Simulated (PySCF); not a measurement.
Delta-SCF ions had no search for a lower state. Excitations are Tamm–Dancoff values on a coarser integration grid. The basis has no diffuse functions, so Rydberg states are missing or too high.

Cartesian coordinates (Å):
SMILES: [SH][In]([SH])[SH]
```xyz
7

S     -1.5960    -1.2787     0.2857
In     0.3772     0.0162    -0.0028
S      0.3110     2.3226    -0.5626
S      2.4953    -1.0141     0.2732
H     -2.4284    -0.2573     0.0416
H     -1.0276     2.3765    -0.5963
H      1.9746    -2.2136     0.5681
```
Charge 0, spin multiplicity 1.

Estimate the HOMO, T1 excitation (TDA), HOMO–LUMO gap, total energy, brightest of the four lowest singlets (TDA), dipole moment, vertical ionisation energy (Delta-SCF) and LUMO that PySCF 2.14.0 with CAM-B3LYP-D3(BJ)/def2-TZVP returns for this input.


- HOMO = -8.91 eV
- T1 excitation (TDA) = 4.45 eV
- HOMO–LUMO gap = 8.12 eV
- total energy = -1386.6746 Ha
- brightest of the four lowest singlets (TDA) = 5.57 eV
- dipole moment = 1.44 D
- vertical ionisation energy (Delta-SCF) = 9.71 eV
- LUMO = -0.79 eV
